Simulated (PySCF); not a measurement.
C₅H₇BS.
Atom-mapped SMILES: `[CH3:1][BH:2][c:3]1[cH:4][cH:5][cH:6][s:7]1` (hydrogens: H8, H9, H10 on C1; H11 on B2; H12 on C4; H13 on C5; H14 on C6)

Vertical excitations from PySCF (density fitting, frozen core in the response, grid level 2 and gas phase unless stated; continuum runs use non-equilibrium linear response for the excitations) on a GFN2-xTB geometry. Reference run:

| settings | S1, eV (f) | S2, eV (f) | S3, eV (f) | S4, eV (f) | S5, eV (f) | S6, eV (f) | T1, eV (Tamm–Dancoff) | mean α (au) |
| --- | --- | --- | --- | --- | --- | --- | --- | --- |
| PBE0/def2-SVPD, full TDDFT, 6 singlets | 4.83 (0.140) | 4.99 (0.194) | 5.59 (0.000) | 5.95 (0.003) | 6.51 (0.004) | 6.52 (0.000) | 3.27 | 91.8 |

**Question.** What do these settings give: (1) LC-wPBE/def2-SVPD, full TDDFT, 1 singlet; (2) wB97X/def2-SVPD, level shift 0.1 Eh, full TDDFT, 25 singlets?

**Answer.** 
```tsv
settings	S1, eV (f)	S2, eV (f)	S3, eV (f)	S4, eV (f)	S5, eV (f)	S6, eV (f)	T1, eV (Tamm–Dancoff)	mean α (au)
LC-wPBE/def2-SVPD, full TDDFT, 1 singlet	5.08 (0.226)	–	–	–	–	–	–	88.5
wB97X/def2-SVPD, level shift 0.1 Eh, full TDDFT, 25 singlets	5.06 (0.231)	5.29 (0.117)	6.04 (0.000)	6.29 (0.004)	6.71 (0.000)	6.98 (0.003)	–	90.3
```

(1) S1 moves by +0.25 eV (LC-wPBE has range-separated exact exchange, PBE0 25 % exact exchange). (2) S1 moves by +0.23 eV (wB97X has range-separated exact exchange, PBE0 25 % exact exchange). States are counted by energy in each run and needn't keep their character from row to row.

**Question.** Give the leading configurations of S1 (H = HOMO, L = LUMO) and the HOMO–LUMO gap of each run.

**Answer.** 
```
                                                    settings  S1 configurations (weight)  S1 (eV)  orbital gap (eV)  S1 − gap (eV)
                      PBE0/def2-SVPD, full TDDFT, 6 singlets        H−1→L 0.62, H→L 0.34     4.83              5.51          -0.68
                    LC-wPBE/def2-SVPD, full TDDFT, 1 singlet        H→L 0.80, H−1→L 0.13     5.08             10.05          -4.97
wB97X/def2-SVPD, level shift 0.1 Eh, full TDDFT, 25 singlets        H→L 0.80, H−1→L 0.14     5.06              9.71          -4.65
```

Conformer computed: `[CH3:1][BH:2][c:3]1[cH:4][cH:5][cH:6][s:7]1`: C1–B2–C3–C4 0°.

One conformer stands for the species.
